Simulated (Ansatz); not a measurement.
## Which method gave which barrier?

Saddle point of Si₂H₈O₂F₂, closed shell (Si₂H₄F₂ ([F][SiH]([F])[SiH3]) + H₂O + H₂O → SiH₂OF₂ ([OH][SiH]([F])[F]) + SiH₄ + H₂O; bonds formed: Si1–O7, Si2–H8, H6–O9; bonds broken: Si1–Si2, H6–O7, H8–O9), PBE0-D4/def2-TZVP structure:

Si1  (-1.150, -0.132, -0.520)
Si2  (0.282, -0.470, 1.608)
F3  (-1.885, -1.444, -1.092)
F4  (-2.163, 0.021, 0.764)
H5  (-1.441, 1.184, -1.130)
H6  (1.167, 0.596, -1.217)
O7  (0.235, -0.407, -1.598)
H8  (0.736, 0.805, 0.288)
O9  (1.485, 1.314, -0.513)
H10  (-0.253, 0.190, 2.821)
H11  (-0.299, -1.838, 1.469)
H12  (1.755, -0.679, 1.753)
H13  (0.396, -1.316, -1.862)
H14  (1.136, 2.177, -0.770)
(Å)

Program: Ansatz 0.2.0. Basis: def2-TZVPP, with def2-QZVPP for the basis limit. Cores are frozen in the correlated methods. B3LYP uses VWN-RPA correlation. Extrapolation: Hartree–Fock as exp(−7.88 √X), correlation as X^−2.97. Four methods, as single points on the PBE0-D4 structures, gave these electronic barriers from the start structure: 0.879, 1.905, 2.192, 2.992 eV.

Problem. The methods were, in alphabetical order, B3LYP-D4, BHLYP-D4, HF, SPW92. Which gave which? (A judgement: the text doesn't fix the answer.)

Solution. The calculation gives: SPW92 0.879; B3LYP-D4 1.905; BHLYP-D4 2.192; HF 2.992 eV. For comparison, CCSD(T) at an estimated basis limit (MP2 extrapolated from triple and quadruple zeta, plus CCSD(T) − MP2 in triple zeta) gives 1.995 eV.

T1 diagnostic: at most 0.013.

Labels in which every atom is bracketed show which atoms are joined, not bond orders.

For scale, one of the runs: CCSD(T)/def2-TZVPP, 320 basis functions, launched by `ansatz run in.yaml --threads 4 --pin off --events-out ev --progress --plain --max-ram 41984MiB --backend cuda --devices 0, --max-vram 37GiB`. The run took 11 s on 4 CPU threads of an AMD EPYC 7R13 and a share of one NVIDIA H100 (shared host), with 0.83 GiB of host memory at its peak.
